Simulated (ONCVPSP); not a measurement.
## Before and after: ONCV potential for carbon

| Item | Value |
| --- | --- |
| Element | C (Z = 6) |
| Generator | ONCVPSP 4.0.1 |
| Type | optimised norm-conserving Vanderbilt (ONCV) |
| Functional | PW91 |
| Relativity | scalar-relativistic |
| Frozen core | none |
| Valence charge | 6 |
| Reference configuration | 1s2 2s2 2p2 |
| Partial waves | 1s+2s: rc 0.40 bohr, ncon 4, nbas 9, qcut 34.1 1/bohr, 2 projectors; 2p: rc 2.35 bohr, ncon 4, nbas 9, qcut 4.6 1/bohr, 2 projectors, debl 1.6 Ha; d scattering state at 0.03 Ha: rc 1.90 bohr, ncon 4, nbas 7, qcut 5.6 1/bohr, 1 projector |
| Local potential | polynomial inside 0.35 bohr (lpopt 3, dvloc0 0 Ha) |
| Core correction | none |

All-electron outer shells of the reference configuration (PW91, scalar-relativistic, ld1.x):

```json
{"shell": "1s", "level (eV)": "-273.70", "outermost node (bohr)": "–", "outermost maximum (bohr)": "0.17"}
{"shell": "2s", "level (eV)": "-13.80", "outermost node (bohr)": "0.38", "outermost maximum (bohr)": "1.22"}
{"shell": "2p", "level (eV)": "-5.34", "outermost node (bohr)": "–", "outermost maximum (bohr)": "1.20"}
```

Change: local potential polynomial inside 0.35 bohr (lpopt 3, dvloc0 5 Ha).

Cutoffs: the cutoffs (Ha) at which the residual kinetic energy of the hardest occupied pseudo-wave falls to 1 and 0.1 mHa per electron; they do not see the model core or the augmentation charge, which bear on the density cutoff. Errors are all-electron minus pseudo energies relative to the spin-unpolarised reference configuration.

Task: Predict the effect on cutoff, ghosts and configuration errors.

Result: The potential gets neither clearly harder nor softer (390 Ha and 455 Ha → 390 Ha and 455 Ha); both files keep a bound ghost (p); the number of tests with a reliable result goes from 4 to 1; the range in which the d phases agree narrows (upper end 3.7 → 1.0).

```csv
quantity,base,changed
"cutoff, loose",390 Ha,390 Ha
"cutoff, tight",455 Ha,455 Ha
bound ghosts,p,p
GHOST(+) flags under 300 eV,d at 20.9 eV,d at 29.3 eV
tests with a reliable result,4 of 4,1 of 4
"error for 1s2 2s1 2p3, meV [ΔE 8.47 eV]",-36,-33
s: phases at 0.41 bohr within 0.05 rad from the reference energy up to (Ha; the scan ends near 5),to the end of the scan,to the end of the scan
p: phases at 2.39 bohr within 0.05 rad from the reference energy up to (Ha; the scan ends near 5),0.6,-0.1
d: phases at 1.92 bohr within 0.05 rad from the reference energy up to (Ha; the scan ends near 5),3.7,1.0
```

 A true bound ghost makes a file unfit for plane-wave use even where its test errors are small: the radial tests pick states by their node count and pass the ghost by.
